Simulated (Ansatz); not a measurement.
Reaction: H5Si2OF (SMILES O([SiH3])[SiH2]F) → H3SiO (SMILES [SiH3][O], doublet) + SiH2F (SMILES F[SiH2], doublet) (the O-Si bond breaks)
Each species at its own B3LYP-D3(BJ)/def2-TZVP minimum (Ansatz, an electronic-structure program), one conformer.

Quantity: bond dissociation energy (electronic), in kcal/mol. UHF or UKS for unpaired electrons; spin-orbit terms are left out. CBS(X,Y): correlation extrapolated as X^-3, Hartree-Fock from the larger set. A bracket is a step between two methods taken in the basis named. The functionals are non-relativistic, so their misses hold any scalar relativity. Double hybrids freeze cores in their MP2 part. 'core' is core correlation in cc-pwCVTZ (1s frozen past Ne), 'X2C' scalar relativity in cc-pVTZ-DK, both at CCSD(T).

CCSD(T)/CBS(cc-pV(T+d)Z,cc-pV(Q+d)Z) + [CCSDT(Q) - CCSD(T)]/cc-pV(D+d)Z + core + X2C (Ansatz) gives 144.1 kcal/mol.

Problem. What does PBE/def2-TZVPD (Ansatz) give here, and how do the other levels compare?

Solution. PBE gives 129.1 kcal/mol, 15.0 kcal/mol below it. Differences of the others: r2SCAN/def2-TZVPD (Ansatz) -11.6; B3LYP/def2-TZVPD (Ansatz) -12.4; PBE0/def2-TZVPD (Ansatz) -11.4; wB97M-V/def2-TZVPD (Ansatz) -3.5; B2PLYP/def2-TZVPD (Ansatz) -6.0; CCSD(T)/CBS(cc-pV(T+d)Z,cc-pV(Q+d)Z) + core + X2C (Ansatz) 0.2 kcal/mol. Nearer than PBE: r2SCAN/def2-TZVPD, B3LYP/def2-TZVPD, PBE0/def2-TZVPD, wB97M-V/def2-TZVPD, B2PLYP/def2-TZVPD, CCSD(T)/CBS(cc-pV(T+d)Z,cc-pV(Q+d)Z) + core + X2C.
